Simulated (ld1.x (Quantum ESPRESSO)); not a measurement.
Building the TM potential for Ru (Z = 44) (LDA (PZ), scalar-relativistic).

The input file (ld1.x (Quantum ESPRESSO) 7.5):

```
&input
   title='Ru', zed=44., rel=1, dft='PZ', iswitch=3,
   config='[Kr] 4d7 5s0 5p0',
   nld=3, rlderiv=3.00, eminld=-6.0, emaxld=5.0, deld=0.02
 /
 &inputp
   pseudotype=2, tm=.true., lloc=0,
   nlcc=.false.,
   file_pseudopw='Ru.UPF', file_wfcaegen='ae.wfc', file_wfcncgen='nc.wfc', file_beta='beta', file_chi='chi'
 /
3
4P  2  1   6.00   0.00  1.50  1.50  0.0
4D  3  2   7.00   0.00  1.85  1.85  0.0
5S  1  0   0.00   0.00  2.75  2.75  0.0
 &test
   configts(1)='4p6 4d7 5s0 5p0'
 /
```

Command:

```bash
ld1.x < Ru.in > Ru.out
```

The program printed (shortened: banner, matrices, multipoles, cross overlaps and the repeated all-electron block are left out):

```
Program LD1 v.7.5
     --------------------------- All-electron run ----------------------------

     Ru
     scalar relativistic calculation

     atomic number is 44.00
     dft =PZ   lsd =0 sic =0 latt =0  beta=0.20 tr2=1.0E-14
     Exchange-correlation= PZ
                           (   1   1   0   0   0   0   0)
     mesh =1233 r(mesh) = 101.06970 a.u. xmin = -7.00 dx = 0.01250
     1 Ry =  13.60569312 eV, c = 137.03599908

     n l     nl                  e(Ry)          e(Ha)          e(eV)
     1 0     1S 1( 2.00)     -1610.7985      -805.3992    -21916.0295
     2 0     2S 1( 2.00)      -232.1208      -116.0604     -3158.1644
     2 1     2P 1( 6.00)      -208.0956      -104.0478     -2831.2850
     3 0     3S 1( 2.00)       -41.2849       -20.6425      -561.7100
     3 1     3P 1( 6.00)       -33.3898       -16.6949      -454.2914
     4 0     4S 1( 2.00)        -6.1671        -3.0836       -83.9082
     4 1     4P 1( 6.00)        -3.9708        -1.9854       -54.0259
     3 2     3D 1(10.00)       -20.6434       -10.3217      -280.8682
     4 2     4D 1( 7.00)        -0.9410        -0.4705       -12.8029
     5 0     5S 1( 0.00)        -0.7959        -0.3980       -10.8294
     5 1     5P 1( 0.00)        -0.4611        -0.2305        -6.2729

     final scf error:  8.5E-15 reached in  39 iterations

     Etot =   -9051.994038 Ry,   -4525.997019 Ha, -123158.653034 eV

     Ekin =    9358.049198 Ry,    4679.024599 Ha,  127322.745622 eV
     Encl =  -21822.019471 Ry,  -10911.009736 Ha, -296903.700249 eV
     Eh   =    3669.335167 Ry,    1834.667584 Ha,   49923.848250 eV
     Exc  =    -257.358932 Ry,    -128.679466 Ha,   -3501.546657 eV

     normalization and overlap integrals

     s(1S/1S) =  1.000000  <r> =   0.0335  <r2> =    0.0015  r(max) =   0.0216
     s(2S/2S) =  1.000000  <r> =   0.1458  <r2> =    0.0251  r(max) =   0.1229
     s(2P/2P) =  1.000000  <r> =   0.1270  <r2> =    0.0197  r(max) =   0.0981
     s(3S/3S) =  1.000000  <r> =   0.4035  <r2> =    0.1864  r(max) =   0.3600
     s(3P/3P) =  1.000000  <r> =   0.4036  <r2> =    0.1894  r(max) =   0.3555
     s(4S/4S) =  1.000000  <r> =   1.0183  <r2> =    1.1768  r(max) =   0.9078
     s(4P/4P) =  1.000000  <r> =   1.1283  <r2> =    1.4624  r(max) =   0.9785
     s(3D/3D) =  1.000000  <r> =   0.3844  <r2> =    0.1770  r(max) =   0.3022
     s(4D/4D) =  1.000000  <r> =   1.6451  <r2> =    3.3158  r(max) =   1.2102
     s(5S/5S) =  1.000000  <r> =   3.0078  <r2> =   10.2578  r(max) =   2.5943
     s(5P/5P) =  1.000000  <r> =   3.8424  <r2> =   16.8621  r(max) =   3.2489

     ------------------------ End of All-electron run ------------------------

     --------------------- Generating NC pseudopotential ---------------------

      Generating local pot.: lloc=0, matching radius rcloc =   2.7500

      Wfc   4P  rcut= 1.516  Using Troullier-Martins method

      Wfc   4D  rcut= 1.851  Using Troullier-Martins method

     ------------------- End of pseudopotential generation -------------------

     Computing logarithmic derivative in   2.99541
     Computing logarithmic derivative in   2.99541
     Computing the partial wave expansion
       no projector for channel:   0
     R is outside the sphere for l=    1 j= 0.00
     R is outside the sphere for l=    2 j= 0.00

     ---------------------- Testing the pseudopotential ----------------------

     Ru
     scalar relativistic calculation

     atomic number is 44.00   valence charge is 14.00
     dft =PZ   lsd =0 sic =0 latt =0  beta=0.20 tr2=1.0E-14
     mesh =1233 r(mesh) = 101.06970 xmin = -7.00 dx = 0.01250

     n l     nl             e AE (Ry)        e PS (Ry)    De AE-PS (Ry)
     2 1     4P   1( 6.00)       -3.97083       -3.97084        0.00001
     3 2     4D   1( 7.00)       -0.94100       -0.94100        0.00000
     1 0     5S   1( 0.00)       -0.79594       -0.79595        0.00000
     3 1     5P   1( 0.00)       -0.46105       -0.39776       -0.06329  !

     eps = 7.5E-16  iter =  4

     Etot =   -9051.994038 Ry,   -4525.997019 Ha, -123158.653034 eV
     Etotps =  -135.378444 Ry,     -67.689222 Ha,   -1841.917560 eV

     Ekin =      60.366032 Ry,      30.183016 Ha,     821.321706 eV
     Encl =    -195.067924 Ry,     -97.533962 Ha,   -2654.034307 eV
     Ehrt =     109.723959 Ry,      54.861979 Ha,    1492.870510 eV
     Ecxc =     -15.270998 Ry,      -7.635499 Ha,    -207.772516 eV
     Epseu=     -95.129512 Ry,     -47.564756 Ha,   -1294.302953 eV

     ---------------------- End of pseudopotential test ----------------------
```

Generation and configuration tests took about 2.1 s on one core of a shared server CPU.

Transferability test of the new file with ld1.x, input:

```
&input
   title='Ru', zed=44., rel=1, dft='PZ', iswitch=2,
   config='[Kr] 4d7 5s0 5p0'
 /
 &test
   file_pseudo='Ru.UPF', nconf=10,
   configts(1)='4p6 4d7 5s0 5p0',
   configts(2)='4p6 4d7 5s1 5p0',
   configts(3)='4p6 4d6 5s0 5p0',
   configts(4)='4p6 4d5 5s0 5p0',
   configts(5)='4p6 4d6 5s1 5p0',
   configts(6)='4p6 4d7 5s0 5p1',
   configts(7)='4p6 4d6 5s1 5p1',
   configts(8)='4p6 4d8 5s0 5p0',
   configts(9)='4p6 4d7 5s0 5p0', lsdts(9)=1,
   configts(10)='4p6 4d7 5s1 5p0', lsdts(10)=1
 /
```

```bash
ld1.x < Ru.test.in > Ru.test.out
```

Pseudopotential blocks of its output, shortened (energy terms left out; the distinct warnings before each block abridged to one line each):

```
     ---------------------- Testing the pseudopotential ----------------------

     n l     nl             e AE (Ry)        e PS (Ry)    De AE-PS (Ry)
     2 1     4P   1( 6.00)       -3.97083       -3.97084        0.00001
     3 2     4D   1( 7.00)       -0.94100       -0.94100        0.00000
     1 0     5S   1( 0.00)       -0.79594       -0.79595        0.00000
     3 1     5P   1( 0.00)       -0.46105       -0.39776       -0.06329  !

     eps = 5.1E-15  iter =  4

     Etot =   -9051.994038 Ry,   -4525.997019 Ha, -123158.653035 eV
     Etotps =  -135.378445 Ry,     -67.689222 Ha,   -1841.917578 eV

     ---------------------- End of pseudopotential test ----------------------

          ---------------------- Testing the pseudopotential ----------------------

     n l     nl             e AE (Ry)        e PS (Ry)    De AE-PS (Ry)
     2 1     4P   1( 6.00)       -3.41980       -3.42493        0.00513  !
     3 2     4D   1( 7.00)       -0.39706       -0.39849        0.00143
     1 0     5S   1( 1.00)       -0.33208       -0.33114       -0.00094
     3 1     5P   1( 0.00)       -0.07614       -0.04831       -0.02783  !

     eps = 5.3E-15  iter =  9

     Etot =   -9052.553611 Ry,   -4526.276805 Ha, -123166.266408 eV
     Etotps =  -135.937522 Ry,     -67.968761 Ha,   -1849.524208 eV
     dEtot_ae =      -0.559573 Ry
     dEtot_ps =      -0.559077 Ry,   Delta E=      -0.000496 Ry

     ---------------------- End of pseudopotential test ----------------------

          Warning: n=2, l=1 expected 0 nodes, found 1
     ---------------------- Testing the pseudopotential ----------------------

     n l     nl             e AE (Ry)        e PS (Ry)    De AE-PS (Ry)
     2 1     4P   1( 6.00)       -4.89175       -4.91323        0.02148  !
     3 2     4D   1( 6.00)       -1.79164       -1.80374        0.01210  !
     1 0     5S   1( 0.00)       -1.42522       -1.42577        0.00056
     3 1     5P   1( 0.00)       -1.00002       -0.87991       -0.12011  !

     eps = 1.4E-15  iter =  9

     Etot =   -9050.638922 Ry,   -4525.319461 Ha, -123140.215735 eV
     Etotps =  -134.017769 Ry,     -67.008885 Ha,   -1823.404639 eV
     dEtot_ae =       1.355116 Ry
     dEtot_ps =       1.360676 Ry,   Delta E=      -0.005559 Ry

     ---------------------- End of pseudopotential test ----------------------

          ---------------------- Testing the pseudopotential ----------------------

     n l     nl             e AE (Ry)        e PS (Ry)    De AE-PS (Ry)
     2 1     4P   1( 6.00)       -5.94092       -5.98981        0.04889  !
     3 2     4D   1( 5.00)       -2.76098       -2.78854        0.02756  !
     1 0     5S   1( 0.00)       -2.13394       -2.13952        0.00558  !
     3 1     5P   1( 0.00)       -1.62704       -1.43620       -0.19084  !

     eps = 1.6E-16  iter =  9

     Etot =   -9048.371589 Ry,   -4524.185794 Ha, -123109.367097 eV
     Etotps =  -131.730459 Ry,     -65.865230 Ha,   -1792.284206 eV
     dEtot_ae =       3.622450 Ry
     dEtot_ps =       3.647986 Ry,   Delta E=      -0.025536 Ry

     ---------------------- End of pseudopotential test ----------------------

          ---------------------- Testing the pseudopotential ----------------------

     n l     nl             e AE (Ry)        e PS (Ry)    De AE-PS (Ry)
     2 1     4P   1( 6.00)       -4.23134       -4.25512        0.02378  !
     3 2     4D   1( 6.00)       -1.14778       -1.15915        0.01137  !
     1 0     5S   1( 1.00)       -0.89100       -0.88894       -0.00206
     3 1     5P   1( 0.00)       -0.53127       -0.45373       -0.07754  !

     eps = 4.3E-15  iter = 16

     Etot =   -9051.794948 Ry,   -4525.897474 Ha, -123155.944269 eV
     Etotps =  -135.172923 Ry,     -67.586461 Ha,   -1839.121305 eV
     dEtot_ae =       0.199091 Ry
     dEtot_ps =       0.205522 Ry,   Delta E=      -0.006432 Ry

     ---------------------- End of pseudopotential test ----------------------

          ---------------------- Testing the pseudopotential ----------------------

     n l     nl             e AE (Ry)        e PS (Ry)    De AE-PS (Ry)
     2 1     4P   1( 6.00)       -3.53720       -3.58210        0.04490  !
     3 2     4D   1( 7.00)       -0.50934       -0.55165        0.04231  !
     1 0     5S   1( 0.00)       -0.41158       -0.44139        0.02981  !
     3 1     5P   1( 1.00)       -0.13867       -0.12545       -0.01321  !

     eps = 6.6E-15  iter = 18

     Etot =   -9052.290142 Ry,   -4526.145071 Ha, -123162.681739 eV
     Etotps =  -135.640205 Ry,     -67.820103 Ha,   -1845.479005 eV
     dEtot_ae =      -0.296104 Ry
     dEtot_ps =      -0.261760 Ry,   Delta E=      -0.034344 Ry

     ---------------------- End of pseudopotential test ----------------------

          ---------------------- Testing the pseudopotential ----------------------

     n l     nl             e AE (Ry)        e PS (Ry)    De AE-PS (Ry)
     2 1     4P   1( 6.00)       -3.76277       -3.83912        0.07636  !
     3 2     4D   1( 6.00)       -0.68249       -0.74356        0.06107  !
     1 0     5S   1( 1.00)       -0.47211       -0.50497        0.03286  !
     3 1     5P   1( 1.00)       -0.16600       -0.14286       -0.02314  !

     eps = 7.1E-15  iter = 20

     Etot =   -9052.137728 Ry,   -4526.068864 Ha, -123160.608041 eV
     Etotps =  -135.467826 Ry,     -67.733913 Ha,   -1843.133671 eV
     dEtot_ae =      -0.143690 Ry
     dEtot_ps =      -0.089381 Ry,   Delta E=      -0.054309 Ry

     ---------------------- End of pseudopotential test ----------------------

          ---------------------- Testing the pseudopotential ----------------------

     n l     nl             e AE (Ry)        e PS (Ry)    De AE-PS (Ry)
     2 1     4P   1( 6.00)       -3.22727       -3.21839       -0.00888  !
     3 2     4D   1( 8.00)       -0.24926       -0.24576       -0.00350
     1 0     5S   1( 0.00)       -0.27089       -0.27292        0.00203
     3 1     5P   1( 0.00)       -0.04414       -0.02612       -0.01802  !

     eps = 6.3E-15  iter = 13

     Etot =   -9052.573266 Ry,   -4526.286633 Ha, -123166.533826 eV
     Etotps =  -135.955083 Ry,     -67.977541 Ha,   -1849.763133 eV
     dEtot_ae =      -0.579227 Ry
     dEtot_ps =      -0.576638 Ry,   Delta E=      -0.002590 Ry

     ---------------------- End of pseudopotential test ----------------------

          ---------------------- Testing the pseudopotential ----------------------

     n l     nl             e AE (Ry)        e PS (Ry)    De AE-PS (Ry)
     2 1     4P   1( 3.00)       -4.02318       -4.03543        0.01225  !
     3 2     4D   1( 5.00)       -0.99160       -0.99842        0.00682  !
     1 0     5S   1( 0.00)       -0.82090       -0.82189        0.00098
     3 1     5P   1( 0.00)       -0.47562       -0.40738       -0.06824  !
     2 1     4P   2( 3.00)       -3.89335       -3.87286       -0.02050  !
     3 2     4D   2( 2.00)       -0.86871       -0.85681       -0.01190  !
     1 0     5S   2( 0.00)       -0.76009       -0.75838       -0.00171
     3 1     5P   2( 0.00)       -0.43967       -0.38278       -0.05689  !

     eps = 7.5E-15  iter = 23

     Etot =   -9052.085805 Ry,   -4526.042903 Ha, -123159.901590 eV
     Etotps =  -135.484251 Ry,     -67.742125 Ha,   -1843.357138 eV
     dEtot_ae =      -0.091767 Ry
     dEtot_ps =      -0.105806 Ry,   Delta E=       0.014039 Ry

     ---------------------- End of pseudopotential test ----------------------

          ---------------------- Testing the pseudopotential ----------------------

     n l     nl             e AE (Ry)        e PS (Ry)    De AE-PS (Ry)
     2 1     4P   1( 3.00)       -3.46563       -3.48242        0.01678  !
     3 2     4D   1( 5.00)       -0.44513       -0.45298        0.00785  !
     1 0     5S   1( 1.00)       -0.36361       -0.36305       -0.00056
     3 1     5P   1( 0.00)       -0.09266       -0.05926       -0.03340  !
     2 1     4P   2( 3.00)       -3.33495       -3.31916       -0.01579  !
     3 2     4D   2( 2.00)       -0.31149       -0.30040       -0.01110  !
     1 0     5S   2( 0.00)       -0.27382       -0.27168       -0.00214
     3 1     5P   2( 0.00)       -0.04390       -0.02461       -0.01929  !

     eps = 4.0E-15  iter = 15

     Etot =   -9052.674808 Ry,   -4526.337404 Ha, -123167.915377 eV
     Etotps =  -136.073410 Ry,     -68.036705 Ha,   -1851.373061 eV
     dEtot_ae =      -0.680770 Ry
     dEtot_ps =      -0.694965 Ry,   Delta E=       0.014196 Ry

     ---------------------- End of pseudopotential test ----------------------
```
